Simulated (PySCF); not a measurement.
Coordinates in bohr (charge 0 multiplicity 9):
```
Co   -0.7774   -0.0152    2.2189
Co    0.7774    0.0152   -2.2189
H     2.1715   -0.0421    0.7593
H    -1.4469    2.6008    3.5809
H    -1.5263   -2.6420    3.5172
H     1.5263    2.6420   -3.5172
H    -2.1715    0.0421   -0.7593
H     1.4469   -2.6008   -3.5809
```

Level of theory: UPBE0/[Co def2-TZVP, H def2-TZVP], no relativity, density fitting, PySCF.

This geometry of Co2H6 is a stationary point at this level.

What is the point group?

C2h.

Is it a minimum?

Yes: all harmonic wavenumbers are real.

Which band is strongest in the infrared?

1218 cm⁻¹ (bu), 635 km/mol.

Give the ideal-gas entropy at 298.15 K and 1 bar by parts.

translation 169.0, rotation 96.9, vibration 52.0, spin 18.3; total 336.1 J/(mol K).

What is the atomisation energy, with and without zero-point energy?

1255 kJ/mol without, 1162 kJ/mol with.

Only a few start shapes were tried, so a lower isomer may exist. Other spin states or occupations of the open shell can lie lower.
